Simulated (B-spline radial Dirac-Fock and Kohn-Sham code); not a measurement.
## Dy⁴²⁺: scattering cross sections and density moments

System: dysprosium as Dy⁴²⁺, configuration [Ar] 3d6.

Model: configuration-average Dirac-Fock orbitals. Program: a radial finite-basis atomic code.

```
Sum of ⟨r⟩                          : 3.654 bohr
Sum of ⟨r²⟩                         : 0.7925 bohr²
Sum of ⟨1/r⟩                        : 371.69 per bohr
Langevin diamagnetic susceptibility : -0.628 × 10⁻⁶ cm³/mol
Lamb shielding (α²/3)Σ⟨1/r⟩         : 6598 ppm
```

Coherent scattering is the Thomson cross section weighted by f₀², without anomalous dispersion; incoherent scattering is Klein-Nishina weighted by S. The Lamb formula is the non-relativistic shielding expression. Electron correlation is left out. A dash stands where the photon energy is too low for the impulse approximation behind that column.

```
hν (keV)  coherent (b)  incoherent (b)  incoherent per electron (b)
  8.0478         347.1               –                            –
      10         329.8               –                            –
 17.4793         253.8           2.428                        0.101
      20         229.0           2.928                        0.122
     100         28.00           8.537                        0.356
     200         8.577           8.424                        0.351
     500         1.581           6.630                        0.276
    1000        0.4128           4.978                        0.207
```

Incoherent scattering overtakes coherent scattering between 200 and 500 keV.

Values without a named source are computed, but for edge energies of neutral atoms, which are taken from tables.
